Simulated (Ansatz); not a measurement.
The inner images of a band of Cl3HSn + ClH (7 atoms, charge 0, multiplicity 1) are given out of order.

Theory: RKS B3LYP-D4/def2-SVP in Ansatz 0.2.0.

First end point:

```xyz
7
Properties=species:S:1:pos:R:3
Sn 0.324 0.000 -0.176
H 0.405 0.000 1.525
Cl 2.506 0.000 -1.052
Cl -0.741 1.901 -1.044
Cl -0.741 -1.901 -1.044
Cl -2.866 0.000 1.592
H -2.492 0.000 2.828
```

Last end point:

```xyz
7
Properties=species:S:1:pos:R:3
Sn -0.620 0.000 -0.813
H 0.128 0.000 3.324
Cl 1.407 0.000 0.348
Cl -0.738 1.909 -2.151
Cl -0.738 -1.910 -2.151
Cl -2.414 0.000 0.682
H -0.630 0.000 3.389
```

Question: Put them in order from the first end to the last, with their energies above the first end.
A.
```xyz
7
Properties=species:S:1:pos:R:3
Sn -0.307 0.000 -0.082
H -0.009 0.000 1.853
Cl 2.050 0.000 -0.290
Cl -0.921 1.998 -1.131
Cl -0.921 -1.998 -1.131
Cl -2.518 0.000 1.428
H -0.980 0.000 1.982
```
B.
```xyz
7
Properties=species:S:1:pos:R:3
Sn -0.520 0.000 -0.182
H 0.095 0.000 2.068
Cl 1.865 0.000 -0.148
Cl -0.909 2.049 -1.224
Cl -0.909 -2.049 -1.224
Cl -2.550 0.000 1.184
H -0.678 0.000 2.154
```
C.
```xyz
7
Properties=species:S:1:pos:R:3
Sn -0.008 0.000 -0.080
H 0.067 0.000 1.646
Cl 2.294 0.000 -0.499
Cl -0.898 1.923 -1.084
Cl -0.898 -1.923 -1.084
Cl -2.686 0.000 1.622
H -1.474 0.000 2.107
```
D.
```xyz
7
Properties=species:S:1:pos:R:3
Sn 0.187 0.000 -0.137
H 0.167 0.000 1.567
Cl 2.445 0.000 -0.785
Cl -0.803 1.903 -1.079
Cl -0.803 -1.903 -1.079
Cl -2.869 0.000 1.630
H -1.929 0.000 2.511
```
E.
```xyz
7
Properties=species:S:1:pos:R:3
Sn -0.628 0.000 -0.655
H 0.155 0.000 2.969
Cl 1.471 0.000 0.372
Cl -0.781 1.933 -1.954
Cl -0.781 -1.933 -1.954
Cl -2.439 0.000 0.824
H -0.602 0.000 3.027
```
F.
```xyz
7
Properties=species:S:1:pos:R:3
Sn -0.607 0.000 -0.339
H 0.163 0.000 2.339
Cl 1.706 0.000 0.116
Cl -0.858 2.041 -1.448
Cl -0.858 -2.041 -1.448
Cl -2.559 0.000 0.998
H -0.593 0.000 2.412
```
G.
```xyz
7
Properties=species:S:1:pos:R:3
Sn -0.632 0.000 -0.498
H 0.179 0.000 2.635
Cl 1.577 0.000 0.286
Cl -0.826 1.987 -1.708
Cl -0.826 -1.987 -1.708
Cl -2.501 0.000 0.917
H -0.577 0.000 2.705
```

Answer: D (+0.05 eV), C (+0.33 eV), A (+1.36 eV), B (+0.51 eV), F (-0.06 eV), G (-0.33 eV), E (-0.47 eV).

Run time: 3.6 min on 4 threads of Arm Neoverse V1, on a shared host, peak memory 0.31 GiB.
